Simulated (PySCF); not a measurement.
La⁺ (lanthanum, charge +1) across methods

[Xe] 4f1 5d1, one real determinant (an excited configuration). All numbers are calculated (PySCF 2.14, the spin-free X2C one-electron Hamiltonian (Gaussian nucleus), in ANO-RCC-VTZP).

```tsv
method	E (hartree)	mean ε 5p β (eV)	mean ε 5d α (eV)	mean ε 4f α (eV)	Σ⟨r²⟩ (bohr²)	⟨S²⟩
r2SCAN	-8491.67	-27.303	-8.707	-1.456	64.00	2.003
UHF	-8488.44818	-32.643	-11.640	-2.309	65.28	2.006
LDA	-8484.46	-27.151	-8.644	-1.545	64.78	2.000
PBE0	-8491.34	-28.471	-9.461	-1.915	63.98	2.002
PBE	-8491.30	-26.784	-8.589	-1.619	64.21	2.001
```

⟨L²⟩ = 18.01 against 30 for a pure H term, so this real determinant mixes terms. Spin-orbit coupling, absent here, splits the open shell strongly.
